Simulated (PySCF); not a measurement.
## Energy of Ti²⁺ (titanium, charge +2) between two integer charges

The 3d alpha orbital of [Ar] 3d2 is emptied in steps (occupation f), with all orbitals relaxed, ending at [Ar] 3d1. All numbers are calculated (PySCF 2.14, scalar relativity by spin-free X2C-1e, in x2c-TZVPall (6s5p4d1f, 48 functions)). The exact energy is a straight line in f; departures are measured from the line between the end points of the same method.

| f | B3LYP (eV) |
| --- | --- |
| 1 | 0.000 |
| 0.8 | -0.893 |
| 0.6 | -1.350 |
| 0.4 | -1.360 |
| 0.2 | -0.912 |
| 0 | 0.000 |

Task: For B3LYP, how does the orbital energy at f = 1 compare with the removal energy?

Result: −ε = 22.439 eV against a total-energy difference of 27.978 eV. By Janak's theorem ε = ∂E/∂f, so the gap between them reflects the curvature. Along the path −ε is 24.593 (f = 0.8), 26.804 (f = 0.6), 29.065 (f = 0.4), 31.371 (f = 0.2) eV.

Reference removal energy between the ground levels: 27.492 eV (measured; NIST Atomic Spectra Database, ionization energies). The calculation has no spin-orbit coupling.
